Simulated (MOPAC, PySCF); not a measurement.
CH$_{3}$F, SMILES `CF`, neutral singlet in the gas phase. 

Cartesian coordinates (Å):
```xyz
5

C     -0.0614    -0.0003     0.0072
F      1.3077     0.0116    -0.1450
H     -0.3002    -0.1023     1.0680
H     -0.4700     0.9362    -0.3783
H     -0.4737    -0.8441    -0.5503
```
Charge 0, multiplicity 1.

All levels are single points at this geometry (PBE0-D3(BJ)/def2-TZVPD); Pople sets use spherical d functions. Orbital energies aren't observables, and empty levels follow the basis.

```tsv
level	HOMO (eV)	LUMO (eV)	gap (eV)	dipole (D)	vertical IE, Delta-SCF (eV)
PBE-D3(BJ)/def2-TZVPD in PySCF	-8.05	-0.09	7.96	1.68	–
PBE0-D3(BJ)/def2-TZVPD in PySCF	-9.88	0.51	10.39	1.79	–
ωB97X-D3(BJ)/def2-TZVPD in PySCF	-12.51	1.77	14.29	1.82	–
B3LYP/3-21G in PySCF	-8.49	3.42	11.91	1.76	–
B3LYP/6-311+G** in PySCF	-9.65	0.19	9.85	2.00	–
B3LYP/6-31G* in PySCF	-9.01	2.89	11.90	1.70	12.71
M06-2X/6-31G* in PySCF	-11.21	4.20	15.40	1.78	–
SVWN5/6-31G* in PySCF	-7.39	1.93	9.32	1.63	–
HF/3-21G in PySCF	-13.95	7.51	21.45	2.23	–
HF/6-31G* in PySCF	-14.22	6.75	20.97	2.04	12.27
HF/STO-3G in PySCF	-11.33	16.24	27.57	1.15	–
PM3 in MOPAC	-13.01	2.83	15.83	1.51	–
PM6 in MOPAC	-13.29	3.13	16.43	1.67	–
```
